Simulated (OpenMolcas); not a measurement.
# Ions of charge +3 along the 4f row with 6 fluoride ligands in octahedral coordination

| Property | Result |
| --- | --- |
| Program | OpenMolcas |
| Method | CASSCF |
| Spin-orbit coupling | state interaction with AMFI integrals over the reference wave functions |

The f shell is active. Anionic complexes are neutralised by point charges behind the ligands. Distances were set from a Shannon-type radius of the metal (high-spin where two are listed) plus a fixed donor radius (F 1.31 Å). Ligand basis ANO-RCC-VTZP, DKH2 Hamiltonian. States (labels of O, the rotations of Oh). Energies in cm-1 above the lowest state or level, χT in cm3 K/mol; under a threefold ground state the first gap can be a small split of the lowest multiplet, not the spin-orbit step. Free-ion χT is g² J(J+1) / 8 for Hund's level.

```json
{"Ion": "Ce3+", "Shell": "4f1", "R (Å)": "2.32", "Metal basis": "ANO-RCC-VTZP", "Outer charge (e at Å behind ligand)": "0.5 at 2.8", "Ground state": "2A2", "First state of that spin": "2T2 647.1", "First gap with spin-orbit (degeneracies)": "920.5 (2, 4)", "Width of lowest J": "920", "χT at 300 K": "0.417", "Free-ion χT": "0.804"}
{"Ion": "Pr3+", "Shell": "4f2", "R (Å)": "2.3", "Metal basis": "ANO-RCC-VTZP", "Outer charge (e at Å behind ligand)": "0.5 at 2.4", "Ground state": "3T1", "First state of that spin": "3T2 565.8", "First gap with spin-orbit (degeneracies)": "333.2 (1, 3)", "Width of lowest J": "966", "χT at 300 K": "1.280", "Free-ion χT": "1.600"}
{"Ion": "Nd3+", "Shell": "4f3", "R (Å)": "2.29", "Metal basis": "ANO-RCC-VTZP", "Outer charge (e at Å behind ligand)": "0.5 at 2.4", "Ground state": "4A2", "First state of that spin": "4T2 193.4", "First gap with spin-orbit (degeneracies)": "134.0 (4, 2)", "Width of lowest J": "418", "χT at 300 K": "1.538", "Free-ion χT": "1.636"}
{"Ion": "Pm3+", "Shell": "4f4", "R (Å)": "2.28", "Metal basis": "ANO-RCC-VTZP", "Outer charge (e at Å behind ligand)": "0.5 at 2.6", "Ground state": "5A1", "First state of that spin": "5T2 13.8", "First gap with spin-orbit (degeneracies)": "308.8 (3, 3)", "Width of lowest J": "319", "χT at 300 K": "0.908", "Free-ion χT": "0.900"}
{"Ion": "Sm3+", "Shell": "4f5", "R (Å)": "2.27", "Metal basis": "ANO-RCC-VTZP", "Outer charge (e at Å behind ligand)": "0.5 at 3.2", "Ground state": "6T1", "First state of that spin": "6E 195.5", "First gap with spin-orbit (degeneracies)": "188.4 (2, 4)", "Width of lowest J": "188", "χT at 300 K": "0.304", "Free-ion χT": "0.089"}
{"Ion": "Eu3+", "Shell": "4f6", "R (Å)": "2.26", "Metal basis": "ANO-RCC-VTZP", "Outer charge (e at Å behind ligand)": "0.5 at 2.4", "Ground state": "7T1", "First state of that spin": "7T2 594.7", "First gap with spin-orbit (degeneracies)": "362.1 (1, 3)", "Width of lowest J": "", "χT at 300 K": "1.355", "Free-ion χT": "0"}
{"Ion": "Gd3+", "Shell": "4f7", "R (Å)": "2.25", "Metal basis": "ANO-RCC-VTZP", "Outer charge (e at Å behind ligand)": "0.5 at 2.4", "Ground state": "8A1", "First state of that spin": "", "First gap with spin-orbit (degeneracies)": "", "Width of lowest J": "", "χT at 300 K": "7.852", "Free-ion χT": "7.875"}
{"Ion": "Tb3+", "Shell": "4f8", "R (Å)": "2.23", "Metal basis": "ANO-RCC-VTZP", "Outer charge (e at Å behind ligand)": "0.5 at 2.4", "Ground state": "7A2", "First state of that spin": "7T2 396.7", "First gap with spin-orbit (degeneracies)": "43.8 (1, 3)", "Width of lowest J": "479", "χT at 300 K": "11.471", "Free-ion χT": "11.812"}
{"Ion": "Dy3+", "Shell": "4f9", "R (Å)": "2.22", "Metal basis": "ANO-RCC-VTZP", "Outer charge (e at Å behind ligand)": "0.5 at 3.2", "Ground state": "6T1", "First state of that spin": "6T2 358.5", "First gap with spin-orbit (degeneracies)": "40.6 (2, 4)", "Width of lowest J": "488", "χT at 300 K": "13.768", "Free-ion χT": "14.167"}
{"Ion": "Ho3+", "Shell": "4f10", "R (Å)": "2.21", "Metal basis": "ANO-RCC-VTZP", "Outer charge (e at Å behind ligand)": "0.5 at 2.6", "Ground state": "5A2", "First state of that spin": "5T2 116.4", "First gap with spin-orbit (degeneracies)": "13.5 (2, 3)", "Width of lowest J": "317", "χT at 300 K": "13.722", "Free-ion χT": "14.062"}
{"Ion": "Yb3+", "Shell": "4f13", "R (Å)": "2.18", "Metal basis": "ANO-RCC-VTZP", "Outer charge (e at Å behind ligand)": "0.5 at 2.8", "Ground state": "2T1", "First state of that spin": "2T2 433.1", "First gap with spin-orbit (degeneracies)": "270.6 (2, 4)", "Width of lowest J": "565", "χT at 300 K": "2.342", "Free-ion χT": "2.571"}
```

The rows also differ in their outer charges, so part of each step comes from that.

χT departs most from the free-ion value for Eu3+, by +1.355 cm3 K/mol.

Without dynamic correlation the ligand-field splitting of an f shell can come out too small, at times by half (holds for Pr3+; Nd3+; Pm3+; Sm3+; Eu3+; Tb3+; Dy3+; Ho3+; Yb3+). High states are left out of the spin-orbit mixing, which shifts the levels that they would mix with (holds for Nd3+; Pm3+; Sm3+; Eu3+; Tb3+; Dy3+; Ho3+). No quartet enters the spin-orbit mixing, so the splitting and order within the octet and the sextets are unsound, and g values and χT are rough (holds for Gd3+). No measured value stands beside these numbers; the geometry is a model, was not optimised and need not be the one that this ion takes.
